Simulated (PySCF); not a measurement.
SMILES [SiH3][O][Zn][Cl], PBE0/def2-SVP optimised geometry.

```
7

Zn    -1.08    -1.16     3.04
Cl    -1.18    -1.29     5.13
O     -1.05    -1.13     1.29
Si    -0.45    -0.30     0.00
H     -0.89     1.13     0.00
H     -0.91    -0.94    -1.27
H      1.05    -0.30     0.00
```

Density from PBE0/def2-TZVP run with PySCF 2.14.0 at that geometry.

Minimum of the electron density along straight lines between bonded atoms, close to the bond critical point (lines longer than 1.1 times the sum of covalent radii, or with two minima, are not listed):

| bond | length / Å | ρ at the minimum / e bohr⁻³ | ∇²ρ there / e bohr⁻⁵ | position (fraction from the first atom) |
|---|---|---|---|---|
| Zn1–Cl2 | 2.093 | 0.104 | 0.32 | 0.46 |
| Zn1–O3 | 1.759 | 0.139 | 0.77 | 0.49 |
| O3–Si4 | 1.644 | 0.135 | 0.84 | 0.59 |
| Si4–H5 | 1.500 | 0.119 | 0.14 | 0.49 |
| Si4–H6 | 1.494 | 0.121 | 0.14 | 0.49 |
| Si4–H7 | 1.500 | 0.119 | 0.14 | 0.49 |
